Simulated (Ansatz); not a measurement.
B₃PH₁₀ (relaxed from a model of B3H7(PH3), whose bonding it doesn't keep). The state is a triplet with charge 0. Geometry B3LYP-D4/def2-SVP, that of the neutral singlet; atoms count from 1.

```xyz
14

B     0.104   -0.790   -1.293
B     1.173   -0.734    0.103
H     1.453   -0.810   -1.169
B    -0.634   -0.451    0.367
P    -0.681    1.446    0.793
H    -1.606   -0.650   -0.339
H    -0.200   -1.869   -1.735
H    -0.093    0.181   -1.991
H     1.549   -1.762    0.607
H     1.748    0.285    0.446
H    -0.772   -1.056    1.406
H     0.068    1.843    1.922
H    -0.179    2.316   -0.201
H    -1.931    2.052    1.083
```

At PBE0-D4/def2-TZVP a singlet of charge 0 lies 6.65 eV below the triplet at the same geometry.

(1) Estimate the Mulliken populations from the PBE0/def2-TZVP orbitals of Ansatz.

(2) Where does the spin sit?

(3) And the Mayer bond orders between bonded heavy atoms (over 0.3)?

Answers

(1) 
| atom | charge (e) | spin (α − β) |
| --- | --- | --- |
| B1 | -0.43 | 0.47 |
| B2 | -0.30 | 0.47 |
| H3 | 0.24 | 0.14 |
| B4 | -0.15 | 0.40 |
| P5 | 0.00 | 0.15 |
| H6 | 0.14 | 0.25 |
| H7 | 0.03 | -0.02 |
| H8 | 0.02 | -0.02 |
| H9 | 0.03 | -0.01 |
| H10 | 0.03 | 0.05 |
| H11 | 0.06 | 0.04 |
| H12 | 0.13 | -0.01 |
| H13 | 0.13 | 0.01 |
| H14 | 0.06 | 0.09 |
Mulliken values and Mayer orders depend strongly on the basis.

(2) Summed by element: B 1.34, H 0.51, P 0.15, of 2 unpaired in all. Largest on single atoms: B1 0.47, B2 0.47, B4 0.40.

(3) B1–B2 0.39 (1.76 Å); B1–B4 0.39 (1.85 Å); B2–B4 0.52 (1.85 Å); B4–P5 0.83 (1.95 Å).
